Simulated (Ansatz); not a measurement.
**Nudged elastic band run: H₆O₂Si₂Te**

input.yaml

```yaml
crystal:
  periodic: [false, false, false]
  atoms:
    - { symbol: O, position_ang: [-0.839949, 1.679304, 0.478264] }
    - { symbol: Si, position_ang: [-0.244468, 0.750843, -0.758917] }
    - { symbol: O, position_ang: [-1.272352, -0.475555, -1.227165] }
    - { symbol: Si, position_ang: [1.491367, -0.461165, 0.197397] }
    - { symbol: Te, position_ang: [0.179127, -1.309574, 2.176135] }
    - { symbol: H, position_ang: [-0.813195, 1.184542, 1.333158] }
    - { symbol: H, position_ang: [0.026329, 1.708793, -1.882489] }
    - { symbol: H, position_ang: [-2.13877, -0.213234, -1.59013] }
    - { symbol: H, position_ang: [2.569088, 0.403875, 0.796946] }
    - { symbol: H, position_ang: [2.129419, -1.582313, -0.580644] }
    - { symbol: H, position_ang: [-1.021098, -1.742515, 1.078043] }
basis:
  gaussian: { orbitals: def2-SVP }
hamiltonian:
  xc: lda
neb:
  order_check: false
  images: 5
  f_tol: 0.03
  max_iterations: 60
  final_atoms:
    - { symbol: O, position_ang: [-0.64881607, 1.60359122, 0.00794606] }
    - { symbol: Si, position_ang: [-0.17915392, 0.38803212, -1.50422502] }
    - { symbol: O, position_ang: [-1.36760704, -0.73977932, -0.99036564] }
    - { symbol: Si, position_ang: [1.47134173, -0.53898251, 0.00697213] }
    - { symbol: Te, position_ang: [0.00462206, -0.89162214, 2.0520144] }
    - { symbol: H, position_ang: [-0.56628911, 1.06355496, 0.89072318] }
    - { symbol: H, position_ang: [-0.04565918, 2.37552476, 0.0847759] }
    - { symbol: H, position_ang: [-2.19826716, -0.69525265, -1.50089516] }
    - { symbol: H, position_ang: [2.50437951, 0.47575113, 0.45547145] }
    - { symbol: H, position_ang: [2.23273533, -1.801675, -0.32649496] }
    - { symbol: H, position_ang: [-1.14178814, -1.29614157, 0.84467565] }
  initial_path:
    images:
      - { positions_ang: [[-0.839949, 1.679304, 0.478264], [-0.244468, 0.750843, -0.758917], [-1.272352, -0.475555, -1.227165], [1.491367, -0.461165, 0.197397], [0.179127, -1.309574, 2.176135], [-0.813195, 1.184542, 1.333158], [0.026329, 1.708793, -1.882489], [-2.13877, -0.213234, -1.59013], [2.569088, 0.403875, 0.796946], [2.129419, -1.582313, -0.580644], [-1.021098, -1.742515, 1.078043]] }
      - { positions_ang: [[-0.76130147, 1.79129203, 0.38710715], [-0.23964192, 0.75046968, -0.78626474], [-1.39961599, -0.37943413, -1.2155097], [1.45454504, -0.47857351, 0.18666259], [0.23596037, -1.3544065, 2.20216328], [-0.89295485, 1.3390524, 1.21615333], [-0.00649295, 1.80762325, -1.57113352], [-1.84816009, -0.43339728, -1.66332635], [2.54541849, 0.37237908, 0.70362084], [1.9800908, -1.5971169, -0.62006761], [-1.00234943, -1.87488712, 1.18119274]] }
      - { positions_ang: [[-0.68265395, 1.90328007, 0.2959503], [-0.23481584, 0.75009636, -0.81361249], [-1.52687998, -0.28331327, -1.20385441], [1.41772308, -0.49598202, 0.17592819], [0.29279375, -1.39923899, 2.22819156], [-0.9727147, 1.49356279, 1.09914865], [-0.0393149, 1.90645349, -1.25977804], [-1.55755018, -0.65356055, -1.7365227], [2.52174897, 0.34088316, 0.61029567], [1.83076261, -1.6119208, -0.65949122], [-0.98360087, -2.00725924, 1.28434248]] }
      - { positions_ang: [[-0.60400642, 2.0152681, 0.20479345], [-0.22998976, 0.74972304, -0.84096023], [-1.65414397, -0.1871924, -1.19219911], [1.38090112, -0.51339053, 0.16519378], [0.34962712, -1.44407149, 2.25421984], [-1.05247455, 1.64807319, 0.98214398], [-0.07213685, 2.00528374, -0.94842256], [-1.26694027, -0.87372383, -1.80971904], [2.49807946, 0.30938723, 0.51697051], [1.68143441, -1.6267247, -0.69891484], [-0.9648523, -2.13963136, 1.38749222]] }
      - { positions_ang: [[-0.61894297, 1.87804248, 0.13917766], [-0.21304448, 0.6291594, -1.06204849], [-1.55863166, -0.37138804, -1.12492129], [1.41104799, -0.52192119, 0.11245323], [0.23462543, -1.2599217, 2.18681802], [-0.89041273, 1.45323378, 0.95167038], [-0.06331096, 2.12869741, -0.60402307], [-1.57738256, -0.81423343, -1.70677775], [2.50017948, 0.36484187, 0.49647082], [1.86520138, -1.68504147, -0.57477488], [-1.02383092, -1.8584681, 1.20655336]] }
      - { positions_ang: [[-0.63387952, 1.74081685, 0.07356186], [-0.1960992, 0.50859576, -1.28313676], [-1.46311935, -0.55558368, -1.05764346], [1.44119486, -0.53045185, 0.05971268], [0.11962375, -1.07577192, 2.11941621], [-0.72835092, 1.25839437, 0.92119678], [-0.05448507, 2.25211108, -0.25962358], [-1.88782486, -0.75474304, -1.60383646], [2.50227949, 0.4202965, 0.47597114], [2.04896835, -1.74335823, -0.45063492], [-1.08280953, -1.57730483, 1.0256145]] }
      - { positions_ang: [[-0.64881607, 1.60359122, 0.00794606], [-0.17915392, 0.38803212, -1.50422502], [-1.36760704, -0.73977932, -0.99036564], [1.47134173, -0.53898251, 0.00697213], [0.00462206, -0.89162214, 2.0520144], [-0.56628911, 1.06355496, 0.89072318], [-0.04565918, 2.37552476, 0.0847759], [-2.19826716, -0.69525265, -1.50089516], [2.50437951, 0.47575113, 0.45547145], [2.23273533, -1.801675, -0.32649496], [-1.14178814, -1.29614157, 0.84467565]] }
```

Run as:

```bash
$ ansatz run input.yaml --threads 2 --pin off --max-ram 3072MiB --backend cpu --events-out ev --progress --plain --runs-dir out
```

Output, in part (warnings, iteration lines, the closing report on the highest movable image, with atoms numbered from 0):

```
NEB end point (image 0): max|allowed force component| = 5.503e-3 eV/Å (the criterion of neb.relax_end_points is 1.000e-2)
NEB end point (image 6): max|allowed force component| = 1.452e-2 eV/Å (the criterion of neb.relax_end_points is 1.000e-2)
NEB iter   1: max|band force component| = 4.760e1 eV/Å  barrier→ = 8.5466 eV  barrier← = 6.9495 eV  Δτ_max = 0.1998 Å  (203 SCF iters)
NEB iter   2: max|band force component| = 9.175e0 eV/Å  barrier→ = 3.3099 eV  barrier← = 1.7127 eV  Δτ_max = 0.2000 Å  (173 SCF iters)
NEB iter   3: max|band force component| = 4.816e0 eV/Å  barrier→ = 2.9919 eV  barrier← = 1.3947 eV  Δτ_max = 0.1992 Å  (173 SCF iters)
NEB iter   4: max|band force component| = 1.673e0 eV/Å  barrier→ = 2.6917 eV  barrier← = 1.0945 eV  Δτ_max = 0.2000 Å  (165 SCF iters)
NEB iter   5: max|band force component| = 1.345e0 eV/Å  barrier→ = 2.4671 eV  barrier← = 0.8700 eV  Δτ_max = 0.2000 Å  (157 SCF iters)
NEB iter   6: max|band force component| = 2.465e0 eV/Å  barrier→ = 2.2349 eV  barrier← = 0.6378 eV  Δτ_max = 0.1014 Å  (158 SCF iters)
NEB iter   7: max|band force component| = 1.865e0 eV/Å  barrier→ = 2.1516 eV  barrier← = 0.5544 eV  Δτ_max = 0.0846 Å  (145 SCF iters)
NEB iter   8: max|band force component| = 9.732e-1 eV/Å  barrier→ = 2.1152 eV  barrier← = 0.5180 eV  Δτ_max = 0.0994 Å  (144 SCF iters)
NEB iter   9: max|band force component| = 8.343e-1 eV/Å  barrier→ = 2.0470 eV  barrier← = 0.4498 eV  CI = image 4  Δτ_max = 0.1926 Å  (144 SCF iters)
NEB iter  10: max|band force component| = 9.906e-1 eV/Å  barrier→ = 2.3457 eV  barrier← = 0.7485 eV  CI = image 4  Δτ_max = 0.1001 Å  (147 SCF iters)
NEB iter  11: max|band force component| = 1.090e0 eV/Å  barrier→ = 2.4842 eV  barrier← = 0.8871 eV  CI = image 4  Δτ_max = 0.1988 Å  (145 SCF iters)
NEB iter  12: max|band force component| = 1.157e0 eV/Å  barrier→ = 2.6317 eV  barrier← = 1.0345 eV  CI = image 4  Δτ_max = 0.1975 Å  (149 SCF iters)
NEB iter  13: max|band force component| = 1.651e0 eV/Å  barrier→ = 2.7757 eV  barrier← = 1.1785 eV  CI = image 4  Δτ_max = 0.0999 Å  (152 SCF iters)
NEB iter  14: max|band force component| = 1.276e0 eV/Å  barrier→ = 2.7142 eV  barrier← = 1.1170 eV  CI = image 4  Δτ_max = 0.2000 Å  (146 SCF iters)
NEB iter  15: max|band force component| = 5.460e-1 eV/Å  barrier→ = 2.6373 eV  barrier← = 1.0402 eV  CI = image 4  Δτ_max = 0.1967 Å  (162 SCF iters)
NEB iter  16: max|band force component| = 4.049e-1 eV/Å  barrier→ = 2.6044 eV  barrier← = 1.0072 eV  CI = image 4  Δτ_max = 0.1926 Å  (156 SCF iters)
NEB iter  17: max|band force component| = 2.858e-1 eV/Å  barrier→ = 2.5933 eV  barrier← = 0.9961 eV  CI = image 4  Δτ_max = 0.1915 Å  (153 SCF iters)
NEB iter  18: max|band force component| = 2.579e-1 eV/Å  barrier→ = 2.5909 eV  barrier← = 0.9937 eV  CI = image 4  Δτ_max = 0.1010 Å  (155 SCF iters)
NEB iter  19: max|band force component| = 2.739e-1 eV/Å  barrier→ = 2.5896 eV  barrier← = 0.9924 eV  CI = image 4  Δτ_max = 0.0501 Å  (148 SCF iters)
NEB iter  20: max|band force component| = 1.724e-1 eV/Å  barrier→ = 2.5891 eV  barrier← = 0.9919 eV  CI = image 4  Δτ_max = 0.0499 Å  (147 SCF iters)
NEB iter  21: max|band force component| = 9.305e-2 eV/Å  barrier→ = 2.5888 eV  barrier← = 0.9916 eV  CI = image 4  Δτ_max = 0.0500 Å  (149 SCF iters)
NEB iter  22: max|band force component| = 8.343e-2 eV/Å  barrier→ = 2.5886 eV  barrier← = 0.9914 eV  CI = image 4  Δτ_max = 0.0498 Å  (149 SCF iters)
NEB iter  23: max|band force component| = 6.786e-2 eV/Å  barrier→ = 2.5886 eV  barrier← = 0.9914 eV  CI = image 4  Δτ_max = 0.0245 Å  (146 SCF iters)
NEB iter  24: max|band force component| = 3.536e-2 eV/Å  barrier→ = 2.5885 eV  barrier← = 0.9913 eV  CI = image 4  Δτ_max = 0.0124 Å  (139 SCF iters)
NEB iter  25: max|band force component| = 1.474e-2 eV/Å  barrier→ = 2.5885 eV  barrier← = 0.9913 eV  CI = image 4  Δτ_max = 0.0000 Å  (291 SCF iters)
Total energy: -27128.18792698 eV, -996.9425181705 hartree
Atom 0 at    -0.947213     1.471145     0.265033 Å, force     0.003367     0.000405    -0.003964 eV/Å
Atom 1 at    -0.179433     0.621866    -1.169450 Å, force    -0.000331     0.001473     0.002474 eV/Å
Atom 2 at    -1.211152    -0.608452    -1.645667 Å, force    -0.000352    -0.004029    -0.000969 eV/Å
Atom 3 at     1.413077    -0.565008     0.099054 Å, force     0.000102     0.001171    -0.000746 eV/Å
Atom 4 at     0.328435    -0.767240     2.377608 Å, force     0.000158    -0.000208    -0.000302 eV/Å
Atom 5 at    -0.624103     1.168878     1.184402 Å, force    -0.001047     0.000015     0.001387 eV/Å
Atom 6 at    -0.348633     2.182437    -0.618984 Å, force    -0.001472    -0.000759     0.001436 eV/Å
Atom 7 at    -1.936811    -0.320843    -2.230892 Å, force    -0.000278     0.001826     0.000306 eV/Å
Atom 8 at     2.608166     0.297100     0.429135 Å, force     0.000285    -0.000303     0.000358 eV/Å
Atom 9 at     1.910624    -1.905277    -0.378167 Å, force    -0.000299    -0.000019     0.000088 eV/Å
Atom 10 at    -0.947459    -1.631606     1.708524 Å, force    -0.000134     0.000429    -0.000069 eV/Å
Dipole moment:    -0.127344     0.022708    -0.039667 e Å
```

The forces met the threshold. Neighbouring images differ by up to 1.6 eV, so the band resolves the path poorly. A vibrational analysis at the climbing image gives one clearly imaginary mode, 1300i cm⁻¹: a first-order saddle point. The orbitals stay closed-shell, which can raise the energy where a bond breaks towards radicals; this wasn't checked here.

Final band (atoms are numbered from 1 in the order of the input):

| image | path coordinate (Å) | energy (eV) | Si2–H7 (Å) | O1–H7 (Å) |
| --- | --- | --- | --- | --- |
| 0 | 0.00 | 0.00 | 1.50 | 2.51 |
| 1 | 0.69 | 0.01 | 1.50 | 2.51 |
| 2 | 1.39 | 0.07 | 1.50 | 2.45 |
| 3 | 2.08 | 1.02 | 1.50 | 1.95 |
| 4 | 2.77 | 2.59 | 1.66 | 1.28 |
| 5 | 3.86 | 1.67 | 2.47 | 0.98 |
| 6 | 4.94 | 1.60 | 2.55 | 0.98 |

Time of the run: 3.5 min on 2 threads of Arm Neoverse V1 (shared host), peak memory 0.17 GiB.
